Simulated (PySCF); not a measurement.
# Ce(NH2)4: from a saddle point downhill

PySCF 2.14.0, RKS PBE0, Ce lcecp-2-SVP with ECP46, N def2-SVP, H def2-SVP; non-relativistic Hamiltonian with scalar-relativistic core potentials where named; density fitting; no spin-orbit coupling. Relaxed within the symmetry of its start, the geometry (D2d) is

```xyz
13

Ce    0.0000    0.0000    0.0000
N     1.1897    1.3135    1.3135
H     1.5995    1.0526    2.2105
H     1.5995    2.2105    1.0526
N    -1.1897   -1.3135    1.3135
H    -1.5995   -1.0526    2.2105
H    -1.5995   -2.2105    1.0526
N     1.1897   -1.3135   -1.3135
H     1.5995   -2.2105   -1.0526
H     1.5995   -1.0526   -2.2105
N    -1.1897    1.3135   -1.3135
H    -1.5995    2.2105   -1.0526
H    -1.5995    1.0526   -2.2105
```

and its lowest harmonic modes are -314, -239, -239, 116, 127, 138 cm⁻¹ (negative: unstable). It was moved along the lowest mode and relaxed again, within the group S4 that the move left.

(1) Where does it end, and how much lower?

(2) How do the contacts change?

(3) Is the end a minimum?

State: singlet in the valence, with the 4f electrons in the core potential.

## Answers

(1) In S4, 0.230 eV lower, after 14 steps:
```xyz
13

Ce    0.0000    0.0000    0.0000
N     1.2748    1.2352    1.3018
H     1.2134    1.3763    2.3090
H     2.1261    1.7012    0.9866
N    -1.2748   -1.3018    1.2352
H    -2.1261   -0.9866    1.7012
H    -1.2134   -2.3090    1.3763
N     1.2748   -1.2352   -1.3018
H     2.1261   -1.7012   -0.9866
H     1.2134   -1.3763   -2.3090
N    -1.2748    1.3018   -1.2352
H    -1.2134    2.3090   -1.3763
H    -2.1261    0.9866   -1.7012
```

(2) 
```
      contact  saddle (Å)  end (Å)
 Ce1–N2 (NH2)       2.206    2.201
 Ce1–N5 (NH2)       2.206    2.201
 Ce1–N8 (NH2)       2.206    2.201
Ce1–N11 (NH2)       2.206    2.201
```


(3) Yes; lowest modes 70, 70, 92, 133, 135, 161 cm⁻¹.
